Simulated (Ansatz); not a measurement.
H4Se2Sn (`[SeH][SnH2][SeH]`), one more setting.

```yaml
crystal:
  periodic: [false, false, false]
  atoms:
    - {symbol: Se, position_ang: [-2.141588, -0.493210, -0.579724]}
    - {symbol: Sn, position_ang: [-0.085798, 0.460465, 0.546598]}
    - {symbol: Se, position_ang: [1.780143, -1.232778, 0.781984]}
    - {symbol: H, position_ang: [-1.539957, -0.331154, -1.909724]}
    - {symbol: H, position_ang: [0.475914, 1.779170, -0.374673]}
    - {symbol: H, position_ang: [-0.551348, 0.868115, 2.131114]}
    - {symbol: H, position_ang: [2.123934, -1.118708, -0.641377]}
basis:
  gaussian: {orbitals: ANO-RCC-VTZP, final_grid: {core_spheres: 5, valence_spheres: 4, degree: 11}}
hamiltonian: {xc: {name: r2SCAN50}, dispersion: d3bjatm, pseudopotentials: {relativity: scalar}}
accuracy: high
scf: {lower_state_search: full}
```

```sh
$ ansatz run in.yaml --threads 4 --pin off --events-out ev --progress --plain --max-ram 10444MiB
```

It prints (some lines left out):

```
Functional definition: r2SCAN50
3866 factors; integrals over basis functions are off by at most 5.2e-9 eV
mean field evaluation 1: about -300374.1266 eV, gradient 1.3e1 eV
mean field evaluation 2: about -300374.2772 eV, gradient 1.3e1 eV
mean field evaluation 4: about -300374.7864 eV, gradient 1.7e0 eV
mean field evaluation 8: about -300374.7923 eV, gradient 1.6e-1 eV
mean field evaluation 16: about -300374.7924 eV, gradient 1.8e-4 eV
mean field -300374.79237713 eV, -11038.5700185127 hartree, gradient 8.3e-8 eV, S^2 0.000000; 0 other end points of the search recorded, 0 dependent functions left out
reference -300374.79237865 eV, -11038.5700185686 hartree; 61, 61 occupied and 149, 149 virtual orbitals, 3866 factors
Total energy: -300374.87219713 eV, -11038.5729518436 hartree
Relativity: scalar
```

It took 84 s on 4 threads of an Arm Neoverse V2 on a shared host, with 1.7 GiB of host memory at the peak.
